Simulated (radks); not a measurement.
The numbers below are computed, except where a source is named.
Ar I, 18 electrons, occupied as [Ar]. Level of theory: Dirac Kohn-Sham, PBE, spin-unpolarised, spherical densities, finite nucleus; Fermi nuclear charge, rms radius 3.4274 fm (a radial shooting solver on a logarithmic mesh with Libxc functionals).

Unscreened Slater integrals over Kohn-Sham orbitals (cm^-1). Large and small components are both included.

integral,value
"F0(3p3/2,3p3/2)",119840
"F2(3p3/2,3p3/2)",58989
"F0(3p3/2,3p1/2)",120220
"G2(3p3/2,3p1/2)",59171
"F0(3p3/2,3s1/2)",129290
"G1(3p3/2,3s1/2)",84166
"F0(3p3/2,2p3/2)",166040
"F2(3p3/2,2p3/2)",27126
"G0(3p3/2,2p3/2)",10515
"G2(3p3/2,2p3/2)",10583
"F0(3p1/2,3p1/2)",120600
"F0(3p1/2,3s1/2)",129750
"G1(3p1/2,3s1/2)",84612
"F0(3p1/2,2p3/2)",167000
"G2(3p1/2,2p3/2)",10634
"F0(3s1/2,3s1/2)",140990
"F0(3s1/2,2p3/2)",188730
"G1(3s1/2,2p3/2)",13756
"F0(2p3/2,2p3/2)",532890
"F2(2p3/2,2p3/2)",247980
